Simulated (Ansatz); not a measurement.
[MoO3F]- (MoO3F⁻). Total charge -1; singlet. Geometry r2SCAN-D4/def2-SVPD, basis def2-TZVPD, Ansatz.

```xyz
5

Mo    0.018    0.037    0.003
O     0.069    0.788   -1.555
O    -0.899    1.017    1.095
O     1.627   -0.163    0.608
F    -0.814   -1.679   -0.152
```

| run | HOMO (eV) | LUMO (eV) |
| --- | --- | --- |
| A | -5.77 | 4.23 |
| B | -7.45 | 4.95 |
| C | -2.15 | 2.83 |
| D | -1.73 | 2.84 |
| E | -4.96 | 4.02 |
| F | -1.82 | 2.75 |

In the def2 sets Mo takes a core potential; there is no spin–orbit coupling.

The runs used BHLYP, HF, PBE, r2SCAN, revPBE, ωB97M-V. Estimate which is which.

A ωB97M-V (range-separated); B HF (100 % exact exchange); C r2SCAN (0 % exact exchange); D revPBE (0 % exact exchange); E BHLYP (50 % exact exchange); F PBE (0 % exact exchange). Exact exchange lowers occupied and raises empty levels; among semilocal functionals meta-GGAs tend to open the gap a little, and such runs are hard to tell apart. The gap grows from 4.57 eV (PBE) to 12.41 eV (HF).
